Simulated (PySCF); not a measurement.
Structure problem from calculated spectra and properties.

Elements present: C, H, O and Si. Monoisotopic mass: 130.0450 u.

| Item | Value |
| --- | --- |
| Rotational structure | rotational constants A, B, C: 2.506, 1.426, 1.122 GHz [PBE0-D3(BJ)/def2-SVP] |
| Dipole | 3.60 D [CAM-B3LYP/def2-SVPD] |
| UV, strongest line | among the 10 lowest singlet transitions: S3 at 7.01 eV (177 nm, f = 0.056) [TDDFT CAM-B3LYP/def2-SVPD] |
| UV, first state | lowest singlet excitation: 4.18 eV (297 nm, f = 0.001) [TDDFT CAM-B3LYP/def2-SVPD] |
| Polarisability | 89.3 au [CAM-B3LYP/def2-SVPD] |
| NMR, other nuclei | isotropic shieldings of nuclei other than C and H, by class: -370 (1 O), 290 (1 O), 390 (1 Si) ppm [GIAO PBE0/pcSseg-1] |
| Valence photoelectron | vertical ionisation energy: 9.51 eV [ΔSCF CAM-B3LYP/def2-SVPD] |
| Triplet | lowest triplet excitation (Tamm–Dancoff): 3.61 eV [TDA CAM-B3LYP/def2-SVPD] |
| 13C NMR | chemical shifts (computed TMS as zero) by class: 206.7 (1 C), 69.7 (1 C), 68.7 (1 C), 41.4 (1 C), 9.7 (1 C) ppm [GIAO PBE0/pcSseg-1] |

Electronic properties: PySCF, gas phase, density fitting. Levels stand in brackets. Geometry: PBE0-D3(BJ)/def2-SVP, one conformer, isolated molecule. NMR classes are plain means over equivalent atoms (diastereotopic ones count apart unless rotation or inversion swaps them), as if these changed places fast.

Task: Which formula fits the mass and the elements?

Result: C5H10O2Si (calculated 130.0450). No other formula that holds each of these elements comes within 0.0003 u with a fitting electron parity and a possible valence count.

Task: Give a SMILES that accounts for the data.

Result: Numbering: `[O:1]=[CH:2][C@H:3]1[CH2:4][O:5][CH2:6][CH2:7][SiH2:8]1`. Its formula, C5H10O2Si, gives 2 degrees of unsaturation: 1 ring and 1 π bond in the structure found. 5 carbons fall into 5 classes; from least to most shielded: aldehyde carbon [C2] (206.7 ppm), ring sp3 carbon bound to oxygen [C6] (69.7 ppm), ring sp3 carbon bound to oxygen [C4] (68.7 ppm), ring sp3 carbon bound to silicon [C3] (41.4 ppm), ring sp3 carbon bound to silicon [C7] (9.7 ppm). The other shieldings belong to: -370 ppm, aldehyde oxygen [O1]; 290 ppm, cyclic ether oxygen [O5]; 390 ppm, SiH2 silicon [Si8]. The first electron is taken from the HOMO, whose largest Löwdin shares are 0.51 on the aldehyde oxygen, 0.14 on the aldehyde carbon, 0.11 on an sp3 carbon bound to silicon and 0.08 on the cyclic ether oxygen. The optimised geometry has point group C1 and is an asymmetric top. Structure: `O=C[C@H]1COCC[SiH2]1`. Computed isomers that give other values at the same levels: `C=CC[Si](O)(O)C=C` (rotational constant A: 2.217 GHz; this holds for the one conformer computed). The assignments are read from this structure; whether some other isomer fits the data as well wasn't checked. The mirror image fits equally.
